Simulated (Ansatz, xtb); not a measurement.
Molecule: ZnCl, charge 0, multiplicity 2. The spin state was set by rule; other spins were not relaxed. 
Structure (B3LYP-D3(BJ)/def2-TZVP (Ansatz, a program for electronic structure) minimum search):
```xyz
2

Zn     0.0000     0.0000    -0.7909
Cl     0.0000     0.0000     1.3957
```
Charge 0, spin multiplicity 2.

Harmonic wavenumbers from GFN2-xTB (xtb, at its own minimum), cm⁻¹: 248.

Problem. Give the harmonic wavenumbers at B3LYP-D3(BJ)/def2-TZVP (Ansatz, finite differences of forces, unscaled).

Solution. 350 cm⁻¹. Zero-point energy 0.5 kcal/mol.

Problem. From these and the geometry, give the ideal-gas thermochemistry at 298.15 K and 1 atm (rigid rotor, harmonic oscillator).

Solution. Point group C∞v, rotational symmetry number 1. Rotational constants 4.599, 4.599 GHz. S(trans) 39.74, S(rot) 16.31, S(vib) 1.16, S(elec, spin only) 1.38, S 58.6 cal/(mol K). H(298) - H(0) 2.30 kcal/mol; G - E(el) -14.7 kcal/mol.
